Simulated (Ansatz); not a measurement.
A search over several starts for the lowest SCF solution of the cluster H₃Au₃⁺ at the given spin, in a small basis.

```yaml
crystal:
  periodic: [false, false, false]
  atoms:
    - {symbol: Au, position_ang: [1.235416, -1.328195, 1.132850]}
    - {symbol: Au, position_ang: [-0.268004, 0.224961, -0.583277]}
    - {symbol: Au, position_ang: [-1.296441, 2.602589, -1.269903]}
    - {symbol: H, position_ang: [-0.477818, 1.356255, -1.953898]}
    - {symbol: H, position_ang: [0.902987, -1.492349, 2.673949]}
    - {symbol: H, position_ang: [-0.096139, -1.363271, 0.000280]}
basis:
  gaussian: {orbitals: def2-SVP, initial_orbitals: start.molden}
total_charge: 1
magnetization: {spin_polarized: true, initial_magnetization: 1}
hamiltonian: {xc: pbe0, dispersion: d4}
output: {orbitals: {seedname: orbitals}}
```

The file start.molden holds the orbitals of an earlier run on this structure, at another level or in another basis.

```sh
$ ansatz run in.yaml --threads 4 --pin off --events-out ev --progress --plain --max-ram 3916MiB
```

Output, abridged:

```
Functional definition: PBE0
1135 factors; integrals over basis functions are off by at most 1.3e-3 eV
mean field evaluation 1: about -11080.2476 eV, gradient 3.3e2 eV
mean field evaluation 2: about -11095.2810 eV, gradient 2.6e1 eV
mean field evaluation 4: about -11115.1918 eV, gradient 1.1e1 eV
mean field evaluation 8: about -11120.6936 eV, gradient 4.5e-2 eV
mean field evaluation 16: about -11120.1733 eV, gradient 8.7e0 eV
mean field evaluation 32: about -11120.6936 eV, gradient 1.6e-4 eV
mean field -11120.69361559 eV, -408.6779524959 hartree, gradient 1.9e-5 eV, S^2 0.755877; 1 other end points of the search recorded, 0 dependent functions left out
reference -11120.69365878 eV, -408.6779540834 hartree; 30, 29 occupied and 81, 82 virtual orbitals, 1135 factors
Total energy: -11120.82808188 eV, -408.6828940412 hartree
```

It took 4.7 s on 4 threads of Arm Neoverse V2 on a shared host.

In the def2 sets Au takes a core potential; there is no spin–orbit coupling. The structure comes from a short search, and lower isomers may exist.
